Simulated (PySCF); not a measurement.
**Computed properties of CH3Cl2InO, SMILES [O]([In]([Cl])[Cl])C**

In(Cl)2(OMe) (CH₃Cl₂InO), SMILES [Cl][In]([O]C)[Cl]. The structure is a stationary point at r2SCAN-D4/def2-SVP. The structure was generated by enumeration; whether it is a known compound was not checked. The def2 effective core potentials stand for the cores of In; spin–orbit coupling is left out. The values are those of a single conformer. All values are computed for the isolated molecule unless a solvent is named; none is compared with measurement here.

**Structure.** All 18 harmonic modes at r2SCAN-D4/def2-SVP (PySCF) are real, so it is a minimum. With heavy atoms numbered as in [In:1]([Cl:2])([Cl:3])[O:4][CH3:5], the shortest bond between them is O4–C5 at 1.414 Å and the longest In1–Cl3 at 2.341 Å.

**Vibrations.** The strongest infrared lines (harmonic, unscaled, degenerate partners summed) lie at 1085 cm⁻¹ (190 km/mol, O 49 %, C 45 %), 2979 cm⁻¹ (98 km/mol, H 98 %), 394 cm⁻¹ (64 km/mol, Cl 69 %, In 31 %). The softest mode is at 29 cm⁻¹ and the zero-point energy is 27.0 kcal/mol.

**Electronic structure.** HF/def2-TZVP (PySCF) places the frontier levels at -12.04 and 0.67 eV, a gap of 12.71 eV, and gives a dipole moment of 1.37 D and a mean polarisability of 66.5 bohr³. PBE/def2-TZVP (PySCF) at the same geometry gives -6.72 and -3.64 eV, so its gap is 9.63 eV narrower. An orbital gap is neither the optical nor the fundamental gap.

**Excitations.** TDA-B3LYP/def2-SVPD (PySCF) has S1 at 3.72 eV (333 nm, f = 0.004, weak); the most intense of the 10 singlets computed lies at 5.81 eV (f = 0.17). T1 (TDA) is at 3.38 eV, 0.34 eV under S1. TDA-PBE/def2-SVPD (PySCF) puts S1 at 3.15 eV. No vertical singlet excitation falls in the visible range (under 3.1 eV).
